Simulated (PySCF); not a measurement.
Compound: cyclopentylacetylene, C₇H₁₀.
Geometry (GFN2-xTB, Å), atoms numbered from 1 in this order:
```xyz
17
C7H10 angstrom
C      3.0455    0.6643   -0.1801
C      1.9428    0.4366    0.2254
C      0.6023    0.1505    0.6923
C     -0.4338    1.1765    0.1668
C     -1.4017    0.3764   -0.7079
C     -1.3691   -1.0218   -0.0990
C      0.1131   -1.2273    0.1966
H      4.0149    0.8648   -0.5266
H      0.6169    0.1690    1.7871
H     -0.9682    1.6234    1.0062
H      0.0475    1.9797   -0.3905
H     -2.4016    0.8090   -0.7167
H     -1.0354    0.3366   -1.7352
H     -1.7693   -1.7827   -0.7676
H     -1.9444   -1.0394    0.8287
H      0.2937   -2.0100    0.9323
H      0.6398   -1.4935   -0.7218
```

The closed-shell ground state was solved at several levels (PySCF, density fitting, gas phase, non-relativistic).

| level | basis functions | total energy (Eh) | HOMO (eV) | LUMO (eV) | gap (eV) | dipole (D) |
| --- | --- | --- | --- | --- | --- | --- |
| PBE0/pcSseg-1 | 169 | -272.3249 | -7.53 | 1.00 | 8.53 | 0.97 |
| B3LYP/pcJ-1 | 289 | -272.7161 | -7.27 | 0.73 | 8.00 | 0.96 |
| B3LYP/def2-SVPD | 220 | -272.5137 | -7.31 | 0.32 | 7.63 | 1.00 |

Q: Estimate the row for PBE0/def2-SVPD, a basis of 220 functions; the other rows only guide the guess.

A: Total energy -272.1784 Eh, HOMO -7.54 eV, LUMO 0.61 eV, gap 8.15 eV, dipole 1.01 D.

Q: Over all these levels, which gives the widest orbital gap and which the narrowest?

A: PBE0/pcSseg-1 (global hybrid, 25 % exact exchange) has the widest, 8.53 eV, and B3LYP/def2-SVPD (global hybrid, 20 % exact exchange) the narrowest, 7.63 eV. Functional and basis both differ between the two, so the spread mixes both effects.

Q: How far do the dipole and the HOMO energy spread over the levels?

A: The dipole runs from 0.96 to 1.01 D (mean 0.99 D) and the HOMO from -7.54 to -7.27 eV.

One conformer stands for the species.
